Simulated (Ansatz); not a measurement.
Gas-phase reaction 2 R1 → P1, each structure at its B3LYP-D3(BJ)/def2-TZVP stationary point, reached from a drawn start (curvature not checked).
R1: As2 (SMILES [As]#[As]), charge 0, multiplicity 1.
P1, As4 (SMILES [As]12[As]3[As]1[As]23) (charge 0, multiplicity 1):
```xyz
4

As     0.867     0.867     0.867
As     0.867    -0.867    -0.867
As    -0.867     0.867    -0.867
As    -0.867    -0.867     0.867
```

P less R. No zero-point or thermal terms; no spin–orbit coupling.

The values were computed with Ansatz (a first-principles code). No computed number here is a measurement.

Task: One of these levels gives -77.94 kcal/mol for the reaction energy. Which one is it?
(A) HF/cc-pVTZ
(B) CAM-B3LYP/def2-TZVPP
(C) PBE/def2-TZVPP
(D) SVWN5/def2-TZVPP

Result: D, SVWN5/def2-TZVPP. The others give -45.82 (HF/cc-pVTZ), -65.34 (PBE/def2-TZVPP), -54.23 (CAM-B3LYP/def2-TZVPP)
